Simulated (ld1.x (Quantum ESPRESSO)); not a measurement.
# How hard is this Tm (Z = 69) PAW potential?

- Element: Tm (Z = 69)
- Generator: ld1.x (Quantum ESPRESSO) 7.5
- Type: PAW
- Functional: PBEsol
- Relativity: scalar-relativistic
- Frozen core: [Kr] 4d10 4f12
- Valence charge: 11
- Reference configuration: 5s2 5p6 5d1 6s2 6p0
- Partial waves: 5s (bound): rcut 1.55, rcutus 1.90 bohr; 6s (bound): rcut 1.55, rcutus 1.90 bohr; 5p (bound): rcut 2.00, rcutus 2.45 bohr; 6p (bound, empty): rcut 2.00, rcutus 2.45 bohr; 5d (bound): rcut 2.05, rcutus 2.60 bohr; 5d channel at 1.05 Ry: rcut 2.05, rcutus 2.60 bohr
- Local potential: all-electron potential smoothed inside 1.85 bohr (lloc = -2)
- Core correction: Bessel-smoothed model core, default radius (core density twice the valence density)
- Augmentation charge: PSQ, radius 1.15 bohr

The pseudo-atom Hamiltonian at the reference potential is diagonalised in spherical Bessel functions j_l(qr) that vanish at 20 bohr, with q² up to the cutoff. All-electron valence levels (Ry): 5s -4.2400, 6s -0.3315, 5p -2.2346, 6p -0.0965, 5d -0.1465.

Q: How do the lowest levels (Ry) of each channel move with the cutoff, and are there ghosts?

A:

| cutoff (Ry) | s #1 | s #2 | p #1 | p #2 | p #3 | d #1 | f #1 | Σ f·Δε (mRy) |
| --- | --- | --- | --- | --- | --- | --- | --- | --- |
| 8 | -4.1722 | -0.3034 | -2.2048 | -0.0705 | 0.0532 | -0.1254 | 0.0990 | 392.1 |
| 10 | -4.2141 | -0.3130 | -2.2250 | -0.0743 | 0.0519 | -0.1393 | 0.0990 | 153.9 |
| 12 | -4.2321 | -0.3197 | -2.2322 | -0.0781 | 0.0507 | -0.1448 | 0.0990 | 56.0 |
| 15 | -4.2382 | -0.3244 | -2.2342 | -0.0861 | 0.0482 | -0.1462 | 0.0990 | 20.8 |
| 18 | -4.2396 | -0.3288 | -2.2343 | -0.0921 | 0.0464 | -0.1464 | 0.0990 | 8.7 |
| 21 | -4.2397 | -0.3304 | -2.2344 | -0.0955 | 0.0454 | -0.1464 | 0.0990 | 4.5 |
| 25 | -4.2398 | -0.3311 | -2.2346 | -0.0962 | 0.0452 | -0.1465 | 0.0990 | 1.7 |
| 30 | -4.2400 | -0.3315 | -2.2346 | -0.0963 | 0.0451 | -0.1465 | 0.0990 | 0.6 |
| 35 | -4.2400 | -0.3315 | -2.2346 | -0.0964 | 0.0451 | -0.1465 | 0.0990 | 0.3 |
| 40 | -4.2400 | -0.3315 | -2.2346 | -0.0965 | 0.0451 | -0.1465 | 0.0990 | 0.2 |
| 400 | -4.2401 | -0.3315 | -2.2346 | -0.0965 | 0.0451 | -0.1465 | 0.0990 | 0.0 |

Result: no extra level below or beside the all-electron valence levels (s, p, d, f tested); 10 mRy is reached at 18 Ry and 1 mRy at 30 Ry.

Test run stopped at test 3 of 7 (negative rho).
